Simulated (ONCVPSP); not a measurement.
What the settings do to the ONCV potential of germanium

Base potential:

| Property | Result |
| --- | --- |
| Element | Ge |
| Generator | ONCVPSP 4.0.1 |
| Type | optimised norm-conserving Vanderbilt (ONCV) |
| Functional | PBE |
| Relativity | scalar-relativistic |
| Frozen core | [Ar] 3d10 |
| Valence charge | 4 |
| Reference configuration | 4s1 4p3 |
| Partial waves | 4s: rc 1.80 bohr, ncon 3, nbas 8, qcut 3.1 1/bohr, 2 projectors, debl 0.9 Ha; 4p: rc 1.75 bohr, ncon 5, nbas 9, qcut 5.3 1/bohr, local; d scattering state at 0.23 Ha: rc 1.75 bohr, ncon 4, nbas 8, qcut 5.3 1/bohr, 3 projectors, debl 1.1 Ha |
| Local potential | the p channel |
| Core correction | Teter function, fcfact 4, rcfact 1.75 |

Cutoffs, loose and tight: the cutoffs (Ha) at which the residual kinetic energy of the hardest occupied pseudo-wave falls to 1 and 0.1 mHa per electron. They do not see the model core or the augmentation charge, which bear on the density cutoff. Test errors are all-electron minus pseudo excitation energies from the reference, over the configurations 4s2 4p2; 4s2 4p1; 4s2 4p0; 4s2 4p1.5. A dash means not determined; rows that change the core or the reference have their own tests.

For the base: The cutoffs count occupied waves only; projector 3 of the d channel, the hardest unoccupied one, needs 124 Ha at the loose tolerance.

A true bound ghost makes a file unfit for plane-wave use even where its test errors are small: the radial tests pick states by their node count and pass the ghost by.

```tsv
change	outcome	cutoff, loose	cutoff, tight	bound ghosts	GHOST(+) flags above zero	largest test error (meV)
base	generated	28 Ha	66 Ha	d	s, d	-346
core correction Teter function, fcfact 4.5, rcfact 1.75	generated	28 Ha	66 Ha	d	s, d	-376
s: nproj 1	generated	28 Ha	66 Ha	d	d	-348
p: ncon 3, nbas 7	generated	28 Ha	66 Ha	d	s, d	-346
```

(1) What comes out with this change to the base: core [Ar], valence charge 14; reference 3d10 4s2; waves now 4s: rc 1.60 bohr, ncon 5, nbas 8, qcut 5.1 1/bohr, 2 projectors, debl 3.3 Ha; p scattering state at 0.21 Ha: rc 1.65 bohr, ncon 4, nbas 9, qcut 5.4 1/bohr, 1 projector; 3d: rc 1.10 bohr, ncon 4, nbas 9, qcut 11.5 1/bohr, 1 projector; f scattering state at 0.24 Ha: rc 1.45 bohr, ncon 4, nbas 7, qcut 7.9 1/bohr, 1 projector; local potential polynomial inside 1.00 bohr (lpopt 3, dvloc0 6 Ha)?

(2) What comes out with this change to the base: core correction polynomial model core, fcfact 0.6?

(3) What comes out with this change to the base: s: qcut 3.7; p: qcut 6.3; d: qcut 6.3?

## Answers

(1) outcome: generated, projector energies reset by the program; cutoff, loose: 81 Ha; cutoff, tight: 248 Ha; bound ghosts: s; GHOST(+) flags above zero: none; largest test error (meV): -362.

(2) outcome: generated; cutoff, loose: 28 Ha; cutoff, tight: 66 Ha; bound ghosts: d; GHOST(+) flags above zero: s, d; largest test error (meV): -34.

(3) outcome: generated; cutoff, loose: 7.6 Ha; cutoff, tight: 54 Ha; bound ghosts: d; GHOST(+) flags above zero: d; largest test error (meV): -340.
